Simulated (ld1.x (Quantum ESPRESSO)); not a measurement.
## Which change was made? (Pm, TM)

* Element: promethium (Pm)
* Generator: ld1.x (Quantum ESPRESSO) 7.5
* Type: norm-conserving Troullier–Martins (Kleinman–Bylander form)
* Functional: PBEsol
* Relativity: scalar-relativistic
* Frozen core: [Kr] 4d10
* Valence charge: 15
* Reference configuration: 4f5 5s2 5p6 5d0 6s1.75 6p0.25
* Partial waves: 5s (bound): rc 1.95 bohr; 5p (bound): rc 1.90 bohr; 5d (bound, empty): rc 2.40 bohr; 4f (bound): rc 0.80 bohr
* Local potential: all-electron potential smoothed inside 2.15 bohr (lloc = -1)
* Core correction: none

Occupied shells without a wave of their own: 6p, 6s. They enter only through the test configuration that unscreens the potential.

Cutoffs, loose and tight: the cutoffs (Ry, on a coarse ladder) from which the occupation-weighted sum of valence levels, in a spherical-Bessel basis at the reference potential, stays within 10 and 1 mRy of its value at 400 Ry. They do not see the model core or the augmentation charge, which bear on the density cutoff. Test errors are all-electron minus pseudo excitation energies from the reference, over the configurations 4f5 5s2 5p6 5d0 6s2 6p0; 4f5 5s2 5p6 5d0 6s1 6p0; 4f5 5s2 5p6 5d0 6s0 6p0; 4f5 5s2 5p5 5d0 6s2 6p0; 4f4 5s2 5p6 5d1 6s1 6p0; 4f5 5s2 5p6 5d0.5 6s1.5 6p0; 4f5 5s1 5p6 5d0 6s2 6p0; variants that change the core or the reference have their own tests.

The base gives: outcome: generated; cutoff, loose: over 300 Ry; cutoff, tight: over 300 Ry; bound ghosts: none; largest test error (meV): -182.

**Question.** After one change the result is: outcome: failed: run_pseudo: Errors in PS-KS equation. Which change was it?
A. type RRKJ; local potential all-electron potential smoothed inside 0.65 bohr (lloc = -2); rho0 0.02
B. reference 4f4.5 5s2 5p6 5d0.5 6s2 6p0
C. functional PBE
D. local potential all-electron potential smoothed inside 2.44 bohr (lloc = -1)

**Answer.** C. The others give: type RRKJ; local potential all-electron potential smoothed inside 0.65 bohr (lloc = -2); rho0 0.02 → outcome: generated; bound ghosts: s, p, d; largest test error (meV): no test is counted, since the test run did not reproduce the reference configuration | reference 4f4.5 5s2 5p6 5d0.5 6s2 6p0 → outcome: generated; cutoff, loose: over 300 Ry; cutoff, tight: over 300 Ry; bound ghosts: none; largest test error (meV): -69 | local potential all-electron potential smoothed inside 2.44 bohr (lloc = -1) → outcome: generated, misses its reference levels by 0.21 eV; cutoff, loose: over 300 Ry; cutoff, tight: over 300 Ry; bound ghosts: p; largest test error (meV): +692.
